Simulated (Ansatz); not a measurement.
A structure relaxed at PBE-D4/def2-SVP in Ansatz, charge 0, doublet:

```xyz
50

P     0.331   -2.331   -1.805
Si   -3.474   -1.376   -3.527
Si   -2.701   -1.166    0.067
Si   -2.726    2.133   -2.085
Si    3.587   -3.621    0.663
Si    0.450   -2.171    1.938
Si    3.658    0.101    1.716
Si    0.488    1.075   -0.244
Si   -2.448    2.843    1.698
Si    0.765    1.813    3.614
Si   -1.160   -1.823   -3.657
Si    2.627   -3.026   -1.409
Si   -0.351   -1.097    0.005
Si   -0.372    2.089   -2.184
Si   -3.726    0.043   -1.673
Si   -3.302    3.621   -0.354
Si    2.840    1.070   -0.270
Si    2.785   -2.031    2.196
Si    3.103    1.576    3.466
Si   -0.127    2.484    1.541
H    -0.292   -3.563   -1.416
H    -4.194   -2.670   -3.235
H    -4.067   -0.765   -4.777
H    -3.097   -2.619   -0.055
H    -3.134   -0.689    1.431
H    -3.275    2.662   -3.390
H     3.057   -4.975    1.064
H     5.099   -3.675    0.664
H     0.063   -3.628    1.817
H    -0.294   -1.599    3.119
H     5.163   -0.020    1.635
H    -3.131    1.560    2.094
H    -2.700    3.859    2.786
H     0.135    0.512    4.037
H     0.413    2.858    4.645
H    -0.903   -3.030   -4.528
H    -0.456   -0.651   -4.289
H     2.716   -4.176   -2.384
H     3.389   -1.870   -2.003
H     0.137    1.400   -3.422
H     0.121    3.517   -2.205
H    -5.182    0.280   -1.340
H    -4.801    3.774   -0.275
H    -2.700    4.977   -0.631
H     3.362    0.380   -1.502
H     3.295    2.509   -0.308
H     3.163   -2.381    3.617
H     3.664    1.069    4.772
H     3.697    2.935    3.188
H     0.505    3.815    1.196
```

Q: Give its formula and point group.

A: Si₁₉PH₃₀, a doped nanocrystal cut from the lattice of silicon (P on a surface site). Point group Cs (tolerance 0.1 Å).

Q: Summarise the bond lengths by kind (pairs closer than 1.2 times the sum of covalent radii, bridged metal pairs left out).

A: 22 × Si–Si 2.34 to 2.36 Å; 3 × P–Si 2.29 to 2.43 Å; 29 × H–Si 1.51 Å; 1 × H–P 1.43 Å.

Single mean-field runs in def2-SVP are fitted with def2-universal-jkfit. The relaxation made no stability test and no search for a lower SCF solution. Another isomer (doublet) lies 0.07 eV lower at PBE0-D4/def2-TZVP; other spin states weren't run for this one.
